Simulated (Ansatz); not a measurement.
Reaction (substitution at a C–C bond): `C=CC(C)(F)S` + `O[Si](Cl)(Cl)Cl` → `C=CO[Si](Cl)(Cl)Cl` + `CC(F)S`

Gas-phase electronic energies from Ansatz, PBE0-D4/def2-TZVP geometries. CCSD(T)/CBS is the MP2 limit (def2-TZVPP, def2-QZVPP) plus CCSD(T) − MP2 in def2-TZVPP, frozen cores. DFT in def2-TZVPP. B3LYP here is the variant with VWN-RPA as its local correlation; programs differ in this. One conformer a species, not always the lowest.

```csv
level,ΔE (kJ/mol),difference from CCSD(T)/CBS
r2SCAN-D4,45.7,-6.3
B3LYP-D4,38.9,-13.1
ωB97X-V,43.7,-8.3
ωB97M-V,46.7,-5.3
B2PLYP,45.1,-6.9
PBE,41.8,-10.2
PBE0,45.0,-7.0
B3LYP,39.5,-12.5
MP2/def2-TZVPP,56.3,4.3
SCS-MP2/def2-TZVPP,51.4,-0.6
CCSD(T)/def2-TZVPP,50.4,-1.6
HF/def2-QZVPP,39.4,-12.6
MP2/def2-QZVPP,56.9,4.9
SCS-MP2/def2-QZVPP,52.2,0.2
HF/CBS(def2),39.3,-12.7
CCSD/CBS(def2),51.0,-1.0
CCSD(T)/CBS,52.0,0
```

Largest T1 diagnostic among the species: 0.011.

In def2-TZVPP, CCSD(T) changes the Hartree–Fock value by +10.2 kJ/mol (the triples alone add +1.0 kJ/mol) and MP2 by +16.1 kJ/mol. From PBE to PBE0 (25 % exact exchange), in def2-TZVPP and without D4, ΔE moves by +3.2 kJ/mol.
